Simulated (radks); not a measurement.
Valence configurations of Ho II (all share [Xe]). All-electron calculation, scalar-relativistic Kohn-Sham, r2SCAN, spin-polarised, spherical densities, finite nucleus; open shells are filled with parallel spins first (spin-orbit coupling, left out, can overturn this in heavy ions); meta-GGA in the generalised Kohn-Sham scheme; Fermi nuclear charge, rms radius 5.2022 fm. Program: a radial shooting solver on a logarithmic mesh with Libxc functionals. Order these by energy: 4f10.5 6s1 6p0.5; 4f10.5 5d0.5 6s1; 4f10 6s1 6p1; 4f10.5 5d0.5 6s0.5 6p0.5; 4f11 6s1; 4f11 6s0.5 6p0.5; 4f11 5d0.5 6s0.5; 4f11 5d1; 4f9 6s1 6p2; 4f12.

Answer. From the lowest, in eV above it: 4f11 6s1 0.000; 4f10.5 5d0.5 6s1 0.842; 4f11 5d0.5 6s0.5 1.273; 4f10.5 6s1 6p0.5 1.825; 4f11 6s0.5 6p0.5 1.843; 4f11 5d1 2.441; 4f10.5 5d0.5 6s0.5 6p0.5 2.805; 4f12 3.468; 4f10 6s1 6p1 5.426; 4f9 6s1 6p2 18.789. NIST lists [Xe] 4f11 6s1 as the ground configuration; this level of theory agrees among the configurations tried. The energies are those of spherical high-spin densities, not of single terms.
